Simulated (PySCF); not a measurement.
**Adding and removing an electron: ZnSb**

PBE; PySCF, scalar-relativistic core potentials, basis sets Zn def2-SVP, Sb def2-SVP with ECP28. Neutral (UKS): quartet (σ ↑, π ↑↑), Re = 2.797 Å, ωe = 122 cm⁻¹, De = 0.42 eV, HOMO -4.19 eV, LUMO -3.56 eV.

ZnSb⁺ (UKS): triplet (π ↑↑), Re = 2.615 Å, ωe = 182 cm⁻¹, De = 2.52 eV to Zn + Sb⁺. The energies at the minima are -2019.07105 hartree for ZnSb and -2018.81924 for ZnSb⁺.

Task: Work out the adiabatic ionisation energy, without and with harmonic zero-point energies (1 hartree = 27.2114 eV, 1 eV = 8065.5 cm⁻¹), and the change of the bond length.

Result: At PBE: 0.25181 hartree = 6.852 eV between the minima; the zero-point term (182.0 − 122.0)/2 cm⁻¹ = +0.004 eV makes it 6.856 eV. Re changes by -18.2 pm against the neutral. The electron leaves a σ orbital, and the shorter bond of the ion fits an antibonding orbital, or a change in how ionic the bond is.

Weak bonds: ZnSb. Basis-set superposition, not corrected here, can be much of De in a small basis, most of all at correlated wavefunction levels. Spin–orbit coupling is left out, which matters for elements this heavy, above all for dissociation energies. For an ion De counts to the pair picked by the measured ionisation energies or electron affinities, which need not be the lowest pair at this level. States were picked by a PBE0 search and need not be the measured ground states.
